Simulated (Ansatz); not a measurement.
CH6O2Sn (`O[CH2][SnH2][OH]`), relaxed with RKS PBE0-D4/def2-TZVP in Ansatz from a PBE-D4/def2-SVP geometry. The force threshold is 0.005 eV/Å; the program also tests the step.

The species carries charge 0 and has multiplicity 1. Sn takes the def2 core potential.

Start:

```xyz
10

O    -0.701    1.851    0.641
C    -0.965    0.531    0.202
Sn    1.002   -0.290   -0.307
O     0.823   -2.220   -0.882
H    -1.551    2.289    0.832
H    -1.605    0.479   -0.711
H    -1.434   -0.118    0.981
H     2.070   -0.184    1.060
H     1.666    0.452   -1.716
H     0.693   -2.790   -0.100
```

| step | energy (eV) | largest force (eV/Å) | largest move (Å) |
| --- | --- | --- | --- |
| 1 | -11056.5368 | 0.725 | 0.000 |
| 2 | -11056.5987 | 0.315 | 0.083 |
| 3 | -11056.6085 | 0.165 | 0.044 |
| 4 | -11056.6102 | 0.092 | 0.026 |
| 5 | -11056.6115 | 0.044 | 0.057 |
| 6 (rejected) | -11056.5228 | 1.311 | 0.067 |
| 7 | -11056.6120 | 0.015 | 0.034 |
| 8 (rejected) | -11056.6079 | 0.470 | 0.098 |
| 9 | -11056.6126 | 0.020 | 0.049 |
| 10 | -11056.6127 | 0.132 | 0.049 |
| 11 | -11056.6131 | 0.067 | 0.024 |
| 13 | -11056.6147 | 0.109 | 0.053 |
| 15 (rejected) | -11056.6038 | 0.444 | 0.172 |
| 17 | -11056.6187 | 0.033 | 0.100 |
| 19 | -11056.6193 | 0.022 | 0.035 |
| 21 | -11056.6199 | 0.017 | 0.037 |
| 23 | -11056.6206 | 0.118 | 0.039 |
| 25 (rejected) | -11056.6097 | 0.543 | 0.019 |
| 27 (rejected) | -11056.6210 | 0.188 | 0.062 |
| 29 | -11056.6214 | 0.078 | 0.027 |
| 31 | -11056.6216 | 0.004 | 0.007 |
| 33 | -11056.6216 | 0.003 | 0.003 |

End:

```xyz
10

O    -0.744    1.932    0.492
C    -0.963    0.557    0.235
Sn    0.951   -0.320   -0.179
O     0.447   -2.198   -0.529
H    -1.587    2.352    0.681
H    -1.612    0.392   -0.633
H    -1.403    0.036    1.093
H     2.021   -0.289    1.157
H     1.700    0.309   -1.584
H     1.190   -2.770   -0.732
```

Hardware: 4 threads of an Arm Neoverse V2 on a shared host. Wall time 70 s, peak host memory 0.42 GiB.
